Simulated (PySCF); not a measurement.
Below is a simulated gas-phase Si 2p photoelectron spectrum of `P[SiH](P)Cl`.

Every computed line was given a Gaussian of 1.0 eV full width at half maximum and an area set by the number of equivalent atoms (split 2:1 within a doublet); the highest printed point is 100. Computed with delta-SCF UKS SCAN, pcX-2 on the ionised atom, pcseg-1 elsewhere, spin-free X2C (PySCF).

(binding energy (eV), intensity): (106.3, 0), (106.4, 1), (106.5, 1), (106.6, 3), (106.7, 5), (106.8, 9), (106.9, 14), (107.0, 21), (107.1, 31), (107.2, 42), (107.3, 55), (107.4, 68), (107.5, 80), (107.6, 90), (107.7, 97), (107.8, 100), (107.9, 100), (108.0, 96), (108.1, 90), (108.2, 82), (108.3, 73), (108.4, 63), (108.5, 53), (108.6, 43), (108.7, 34), (108.8, 26), (108.9, 19), (109.0, 13), (109.1, 8), (109.2, 5), (109.3, 3), (109.4, 2), (109.5, 1), (109.6, 0), (109.7, 0), (109.8, 0)

**Question.** Count the maxima, the lines and the sites behind this envelope.

**Answer.** The curve has 1 maximum (at 107.8 eV). Under it lie 2 lines from 1 inequivalent silicon site, drawn as a 2p3/2, 2p1/2 pair. At this width some lines have no maximum of their own.

**Question.** Decompose the envelope and assign each component. Numbering: `[PH2:1][SiH:2]([PH2:3])[Cl:4]`.

**Answer.** 
| position (eV) | relative area | line | atoms | environment |
| --- | --- | --- | --- | --- |
| 107.71 | 0.67 | Si 2p3/2 | Si2 | chlorine-bound silicon |
| 108.33 | 0.33 | Si 2p1/2 | Si2 | chlorine-bound silicon |

**Question.** What are the centre and the root-mean-square width of the whole band?

**Answer.** The area-weighted mean of the lines is 107.91 eV. Their own spread about it is 0.30 eV (rms) and each Gaussian has σ = 1.0/2.355 = 0.42 eV; the variances add, which gives 0.52 eV.

Shake-up satellites, vibrational structure and lifetime widths aren't simulated. For 2p shells one spin-free hole was relaxed; a mean-field spin–orbit operator and the ground-state splitting of the three 2p orbitals were then diagonalised within the shell. The shell's mean is (2 × 2p3/2 + 2p1/2)/3, and the degeneracies 2j + 1 give areas of 2:1. 2p1/2 minus 2p3/2 (ligand field included): Si 0.63 eV. One conformer (not necessarily the lowest) at the PBE0-D3(BJ)/def2-SVP geometry, without solvent, vibrations or thermal averaging.

Hardware: one thread, Arm Neoverse V1, on a shared host. Cost: 34 s of wall time.

Shape of the structure used: `[PH2:1][SiH:2]([PH2:3])[Cl:4]`: H–P1–Si2–P3 47°, H–P1–Si2–P3 -47°, H–P3–Si2–P1 47°, H–P3–Si2–P1 -47°.
